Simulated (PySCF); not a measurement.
From one molecule to another.

First species: C4H11NSi.
SMILES: `C/C=N\[SiH](C)C`

Second species: C5H10OSi.
SMILES with atom numbers: `[CH3:1][O:2][SiH:3]1[CH2:4][CH:5]=[CH:6][CH2:7]1` (hydrogens: H8, H9, H10 on C1; H11 on Si3; H12, H13 on C4; H14 on C5; H15 on C6; H16, H17 on C7)

Levels: wB97X-D/def2-SVPD for HOMO energy, LUMO energy, HOMO–LUMO gap and static isotropic polarisability; TDDFT wB97X-D/def2-SVPD for lowest singlet excitation; TDA wB97X-D/def2-SVPD for lowest triplet excitation (Tamm–Dancoff). Geometries: GFN2-xTB. Each structure is a single optimised conformer of the isolated species, non-relativistic unless stated. Electronic properties by PySCF.

Dipoles, sizes and rotational constants follow the conformer. The torsions of the flexible species, by atom-mapped SMILES:
- `[CH3:1]/[CH:2]=[N:3]\[SiH:4]([CH3:5])[CH3:6]`: C2–N3–Si4–C5 -122°

The conformers of `CO[SiH]1CC=CC1` aren't listed.

```
                                property  column X  column Y
                             HOMO energy  -8.82 eV  -8.53 eV
                             LUMO energy   2.23 eV   1.47 eV
                           HOMO–LUMO gap  11.05 eV  10.00 eV
               lowest singlet excitation   6.93 eV   4.28 eV
lowest triplet excitation (Tamm–Dancoff)   4.60 eV   3.77 eV
         static isotropic polarisability   83.7 au   84.4 au
```

**Question.** Which column belongs to which species?

**Answer.** Column X is the second species and column Y the first. The first has 17 atoms and 56 electrons, the second 17 and 62.

**Question.** How does each property change from the first species to the second?

**Answer.** HOMO energy -0.29 eV; LUMO energy +0.76 eV; HOMO–LUMO gap +1.05 eV; lowest singlet excitation +2.65 eV; lowest triplet excitation (Tamm–Dancoff) +0.83 eV; static isotropic polarisability -0.7 au.

On the first: The vertical singlet–triplet gap S1 − T1 is 0.51 eV (TDDFT singlet less Tamm–Dancoff triplet; S1: HOMO→LUMO, weight 0.96; T1: HOMO→LUMO, weight 0.95). S1 lies 5.72 eV below the HOMO–LUMO gap; its leading configuration is HOMO→LUMO, weight 0.96.

On the second: No computed singlet falls in the visible range (750 to 380 nm, 1.65 to 3.26 eV); S1 lies 3.67 eV above its blue end. S1 lies 4.12 eV below the HOMO–LUMO gap; its leading configuration is HOMO→LUMO+1, weight 0.62, beside HOMO→LUMO+2, weight 0.31.
